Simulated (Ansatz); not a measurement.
CH3FO2Si, SMILES `O[Si@H]1O[C@H]1F`, charge 0, multiplicity 1.

Task: Give a relaxed structure at PBE0-D4/def2-TZVP (Ansatz). (Estimate.)

Result: The calculation gave: 
```xyz
8

O     1.198    1.472    0.136
Si    0.766   -0.091    0.164
O    -0.548   -0.574    1.057
C    -0.874   -0.665   -0.343
F    -1.813    0.264   -0.702
H     0.501    2.127    0.052
H     1.999   -0.881    0.271
H    -1.228   -1.652   -0.636
```
